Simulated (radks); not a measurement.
The mercury ion Hg8+, 72 electrons, occupied as [Xe] 4f14 5d4 (the NIST ground configuration).

Method: scalar-relativistic Kohn-Sham, r2SCAN, spin-polarised, spherical densities, finite nucleus; open shells are filled with parallel spins first (spin-orbit coupling, left out, can overturn this in heavy ions); meta-GGA in the generalised Kohn-Sham scheme; Fermi nuclear charge, rms radius 5.4648 fm; computed with a radial shooting solver on a logarithmic mesh with Libxc functionals.

Energy parts (hartree):
total: -19602.9789
kinetic: 21996.1887
electron-nucleus: -48484.2737
Hartree: 7251.5466
exchange-correlation: -366.4404

Orbitals (lengths in bohr, moments of r in powers of bohr):
orbital  occ.  eigenvalue (hartree)      <r>      <r^2>       <r^4>
1s up       1             -3063.821  0.01659  0.0003810   3.999e-07
1s down     1             -3063.822  0.01659  0.0003810   3.999e-07
2s up       1             -548.0664  0.06992   0.005796  0.00005827
2s down     1             -548.0395  0.06992   0.005796  0.00005827
2p up       3             -473.2732  0.06329   0.004899  0.00004767
2p down     3             -473.2520  0.06328   0.004899  0.00004766
3s up       1             -134.1105   0.1805    0.03727    0.002095
3s down     1             -134.1066   0.1805    0.03727    0.002094
3p up       3             -112.4062   0.1820    0.03843    0.002317
3p down     3             -112.4001   0.1820    0.03843    0.002316
3d up       5             -89.51000   0.1650    0.03188    0.001785
3d down     5             -89.49359   0.1650    0.03188    0.001785
4s up       1             -33.43798   0.3990     0.1796     0.04646
4s down     1             -33.41674   0.3991     0.1797     0.04651
4p up       3             -26.28669   0.4248     0.2050     0.06209
4p down     3             -26.26837   0.4249     0.2051     0.06206
4d up       5             -17.75438   0.4483     0.2320     0.08510
4d down     5             -17.73181   0.4481     0.2318     0.08469
4f up       7              -8.30736   0.4798     0.2768      0.1515
4f down     7              -8.27522   0.4777     0.2737      0.1465
5s up       1              -9.08079   0.8870     0.8784       1.091
5s down     1              -8.94001   0.8806     0.8661       1.061
5p up       3              -7.07663   0.9944      1.107       1.752
5p down     3              -6.90167   0.9863      1.090       1.704
5d up       4              -4.65679    1.196      1.612       3.839
5d down     0              -4.44174    1.188      1.596       3.809
6s up       0              -3.61485    1.789      3.557       17.30
6s down     0              -3.41684    1.827      3.714       19.00
6p up       0              -2.97046    2.037      4.615       29.14
6p down     0              -2.80884    2.108      4.933       33.32

The highest occupied level is 5d up at -126.72 eV. Summed over all electrons, <r^2> = 23.21 bohr^2, which gives a Langevin (diamagnetic) susceptibility term of -18.4 x 10^-6 cm^3/mol. The electron density at the nucleus is 2.499e+06 e/bohr^3 (large components only). The spin density at the nucleus is -40.76 e/bohr^3 (1s -0.13, 2s -7.96, 3s 1.87, 4s 12.74, 5s -47.29). For comparison, the ionisation energy in NIST's Atomic Spectra Database is 134 eV (theoretical). In exact Kohn-Sham theory the highest level is minus the ionisation energy, but local and semilocal functionals leave it too shallow, through self-interaction and a potential that decays too fast; potentials with the right tail come closer. The density falls to 0.001 e/bohr^3 at r = 2.55 bohr.
